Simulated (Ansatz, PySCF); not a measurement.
Gas-phase reaction (SMILES): Cl[Si](Br)(Br)Br [tribromo(chloro)silane] + 4 [H][H] (H2) -> 3 Br (HBr) + Cl (HCl) + [SiH4] (SiH4); energy of full hydrogenation.

Each molecule is optimised on its own at B3LYP-D3(BJ)/def2-TZVP (Ansatz, an electronic-structure program). Valence correlation only, unless marked. Spin-orbit coupling is left out. The frozen core is the preceding noble-gas configuration, with the filled d and f shells of earlier blocks. Non-relativistic. CBS(X,Y): correlation extrapolated as X^-3; Hartree-Fock from the larger set. Thermal terms are rigid-rotor harmonic-oscillator values from B3LYP-D3(BJ) frequencies (Ansatz or PySCF) at 298.15 K and 1 atm. 1 Eh = 627.5095 kcal/mol.

| species | E, CCSD(T)/CBS(def2-TZVPPD,def2-QZVPPD) (Ansatz) (Eh) | E, B3LYP-D3(BJ)/def2-TZVPD (Ansatz + dftd3) (Eh) | H - E (Eh) |
|---|---|---|---|
| Cl[Si](Br)(Br)Br | -8467.09603 | -8472.51423 | 0.01391 |
| [H][H] (H2) | -1.17452 | -1.17983 | 0.01336 |
| Br (HBr) | -2573.28305 | -2574.79060 | 0.00927 |
| Cl (HCl) | -460.37886 | -460.83744 | 0.01000 |
| [SiH4] (SiH4) | -291.45830 | -291.91976 | 0.03520 |

**Question.** Work out ΔE and ΔH at 298.15 K at the first level, then ΔH at the second.

**Answer.** 
1. ΔE = [3×(-2573.28305) + (-460.37886) + (-291.45830)] - [(-8467.09603) + 4×(-1.17452)] = 0.10780 Eh = 67.6 kcal/mol at CCSD(T)/CBS(def2-TZVPPD,def2-QZVPPD).
2. The terms H - E add up to 0.00566 Eh, so ΔH = (0.10780 + (0.00566))×627.5095 = 71.2 kcal/mol.
3. At B3LYP-D3(BJ)/def2-TZVPD the same steps give ΔE = 65.6 and ΔH = 69.2 kcal/mol, a shift of -2.0 from the first level.
4. These values are not checked against measurement here, since the tables used lack a sound gas-phase enthalpy of formation for at least one species.
